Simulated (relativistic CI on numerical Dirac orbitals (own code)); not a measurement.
# Tc I: sensitivity of the levels to the model

Base calculation: Dirac-Coulomb-Breit CI, separate exchange-only KLI orbitals for each configuration, model QED (radiative potential, 1s self-energy scaled to tabulated hydrogen-like ionisation energies), valence Slater integrals scaled by 0.85, P86 correlation energy added to each configuration.

Configuration list (outside the closed core [Kr]): 4d5.5s2, 4d6.5s, 4d5.5s.5p, 4d6.5p, 4d7, 4d6.5d, 4d6.6s, 4d6.6p, 4d5.5s.6s, 4d5.5s.7s, 4d5.5s.6p, 4d4.5s2.5p, 4d4.5s2.7s, 4d5.5p2, 4d4.5p3. Double excitations out of closed p, d and f shells are left out; levels of such configurations are missing from the list, as are those of other unlisted configurations, and high levels can miss mixing partners. These lack a partner that the ground configuration has and come out too high: 4d4.5s2.7s.

The lowest level and the first level of each name with at least 55 % of one term (blank where a level has no safe partner in the second run):

| Level | Base (cm⁻¹) | Shift (cm⁻¹) |
| --- | --- | --- |
| 4d5.5s2 6S_5/2 | 0.0 | 0.0 |
| 4d6.5s 6D_9/2 | 2889.0 | +2521.4 |
| 4d6.5s 6D_7/2 | 3519.2 | +2513.2 |
| 4d6.5s 6D_5/2 | 3947.7 | +2515.7 |
| 4d6.5s 6D_3/2 | 4235.8 | +2518.3 |
| 4d6.5s 6D_1/2 | 4403.8 | +2519.9 |
| 4d5.5s.5p 8P°_5/2 | 10980.1 | -1347.2 |
| 4d5.5s.5p 8P°_7/2 | 11403.6 | -1285.2 |
| 4d6.5s 4D_7/2 | 11939.0 | +3729.9 |
| 4d5.5s.5p 8P°_9/2 | 11978.3 | -1206.8 |
| 4d6.5s 4D_5/2 | 12356.7 | +3685.5 |
| 4d6.5s 4D_3/2 | 12890.3 | +3665.7 |
| 4d6.5s 4D_1/2 | 13216.4 | +3671.1 |
| 4d6.5s 4F_3/2 | 16821.0 | +4322.3 |
| 4d6.5s 4H_13/2 | 17001.6 | +4894.2 |
| 4d6.5s 4H_11/2 | 17523.4 | +4717.7 |
| 4d6.5s 4H_7/2 | 17699.8 | +4810.0 |
| 4d6.5s 4H_9/2 | 17703.6 |  |
| 4d5.5s.5p 6P°_7/2 | 19684.6 | +217.4 |
| 4d5.5s.5p 6P°_5/2 | 19772.4 | +184.6 |
| 4d5.5s.5p 6P°_3/2 | 19845.3 | +158.1 |
| 4d6.5s 2G_7/2 | 23945.4 |  |

Correlation outside the listed configurations is missing or only estimated: errors of thousands of cm⁻¹ between configurations and terms are usual at this charge. Rates and lifetimes follow the computed energies and can be off by large factors. The fine structure of a lone outer electron comes out too small, for d and f at times inverted, and misplaced configurations move strength between like terms. 30 of the 33 excited levels that our extract of the measured tables holds in this range could be paired (the sources list more); they are missed by 2624 cm⁻¹ on average and 5545 at most, and levels without a partner can miss by more.

Question: One thing was changed in a second run, which moved the levels as shown. Which?
A. self-excluded LDA correlation estimate
B. Slater integrals left unscaled
C. non-relativistic limit
D. QED terms removed
E. configuration mixing switched off
F. Breit term removed

Answer: B. Slater integrals left unscaled. Scaling acts on the splittings between terms and on the mixing, and leaves the fine structure of pure LS terms nearly alone; in jj coupling it moves the levels of one term differently.

LS names give the leading component of a level, which can be under half, so a name can repeat, a term be missing and a line seem to break the LS rules.
